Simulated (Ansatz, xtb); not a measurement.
## Ranking isomers of CH7ISi2

3 gas-phase structures of CH7ISi2, found in a search over its isomers (lower ones may exist). Each was relaxed with GFN2-xTB; where two conformers were screened, the lower at r2SCAN-D4/def2-SVP//GFN2-xTB is listed:

A. `C[SiH2][SiH2]I`, a singlet
B. `C[Si@H]([SiH3])I`, a singlet
C. `[SiH3]C[SiH2]I`, a singlet

Make a reasoned guess at their ranking by r2SCAN-D4/def2-SVP//GFN2-xTB single-point energy.

Calculated order at r2SCAN-D4/def2-SVP//GFN2-xTB: B (0.0), C (5.0), A (5.5) kJ/mol. Less than 1 kcal/mol parts C and A, so the order within that pair means little.

Energies above the lowest of each column, in kJ/mol; the last columns are at r2SCAN-D4/def2-SVP geometries:

| structure | GFN2-xTB | HF/STO-3G | r2SCAN-D4/def2-SVP//GFN2-xTB | r2SCAN-D4/def2-SVP | CCSD(T)/def2-SVP + ΔMP2/def2-TZVPP |
| --- | --- | --- | --- | --- | --- |
| B | 27.8 | 0.0 | 0.0 | 0.0 | 0.0 |
| C | 0.0 | 17.9 | 5.0 | 7.7 | 0.0 |
| A | 25.0 | 2.3 | 5.5 | 5.5 | 5.7 |

CCSD(T)/def2-SVP + ΔMP2/def2-TZVPP has B and C within 1 kcal/mol of each other at the bottom, and every level picks one of them. CCSD(T)/def2-SVP + ΔMP2/def2-TZVPP orders those it was run on as C (0.0), B (0.0), A (5.7) kJ/mol. Less than 1 kcal/mol parts C and B, so the order within that pair means little. Flexible structures stand in one conformer each, not always the lowest. Atoms past krypton carry core potentials in the def2 sets, without spin–orbit terms. ΔMP2 is the change of the MP2 energy from the smaller to the larger basis.

Programs: Ansatz 0.2.0, xtb 6.7.1.
